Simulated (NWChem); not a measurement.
Molecule: 1,3-disilacyclobutane (C$_{2}$H$_{8}$Si$_{2}$); SMILES C1[SiH2]C[SiH2]1

```xyz
12

C      1.3589     0.0000     0.1559
Si     0.0000     1.3152    -0.0790
C     -1.3589     0.0000     0.1559
Si     0.0000    -1.3152    -0.0790
H      1.7455     0.0000     1.1889
H      2.2149     0.0000    -0.5335
H      0.0000     2.4462     0.9020
H      0.0000     1.8817    -1.4635
H     -1.7455     0.0000     1.1889
H     -2.2149     0.0000    -0.5335
H      0.0000    -2.4462     0.9020
H      0.0000    -1.8817    -1.4635
```
Atoms are numbered in this order, from 1.

Computed with NWChem. The geometry was optimised at PBE0/def2-SVP. B3LYP is NWChem's, with the RPA form of VWN correlation. Solvent water, SMD (1 M gas to 1 M solution), gas-phase geometry. Reactions with the solvent are ignored.

Task: Order these runs by computing time, cheapest first, and give rough ratios: B3LYP/def2-TZVPD; B3LYP/STO-3G; B3LYP/def2-SVP.

Result: B3LYP/STO-3G (1), B3LYP/def2-SVP (5), B3LYP/def2-TZVPD (20). Ratios are rough, from one shared machine; the cheapest took very roughly 6 core-seconds. What differs between the cheapest and the dearest: solvation free energy (kcal/mol) 3.2 → 2.5; dipole in solution (D) 0.18 → 0.58.
